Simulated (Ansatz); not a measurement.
Ideal-gas functions of `O=C=[N][Ti]([F])([F])[F]` at 600 K and 1 bar, from an Ansatz frequency run at PBE0-D4/def2-TZVP.

Molar mass 146.88 g/mol, point group C3v (symmetry number 3), electronic degeneracy 1, moments of inertia 153.321, 478.944, 478.97 u Å². Harmonic wavenumbers (cm⁻¹, unscaled): 41, 41, 191, 191, 203, 220, 220, 513, 643, 643, 746, 806, 806, 1489, 2364.

Use S(trans) = R[1.5 ln M + 2.5 ln T − 1.1517]; rotational temperatures θ = 24.2544 K / I; S(rot) = R[ln(√π/σ · √(T³/θAθBθC)) + 1.5]; for each mode x = 1.438777 ν̃/T, S = R[x/(eˣ − 1) − ln(1 − e⁻ˣ)] and H = RT x/(eˣ − 1); 1 cm⁻¹ = 0.0119627 kJ/mol; R = 8.31446 J/(mol·K).

Question: By hand: the entropy, in J/(mol·K).

Answer: Translation 185.6. Rotation: θ = 0.1582, 0.0506, 0.0506 K, giving 120.4. Vibration, mode by mode: 27.60, 27.60, 14.88, 14.88, 14.38, 13.73, 13.73, 7.10, 5.49, 5.49, 4.51, 4.02, 4.02, 1.10, 0.19, in all 158.7. Electronic 0.0. Sum 464.7 J/(mol·K).

Question: By hand: H − E and G − E in kJ/mol, counted from the electronic energy.

Answer: Zero-point energy ½ × 9117 × 0.0119627 = 54.5; thermal vibration 41.2; translation, rotation and pV give 4 RT = 20.0. H − E = 115.7 kJ/mol, and G − E = 115.7 − 600 × 464.7/1000 = -163.1 kJ/mol.

Vibration gives 34 % of the entropy, 55.2 J/(mol·K) of it from the modes under 150 cm⁻¹: soft modes count most, and the harmonic formula is weakest for them. The sum counts one conformer and one mirror image; others add a mixing term.
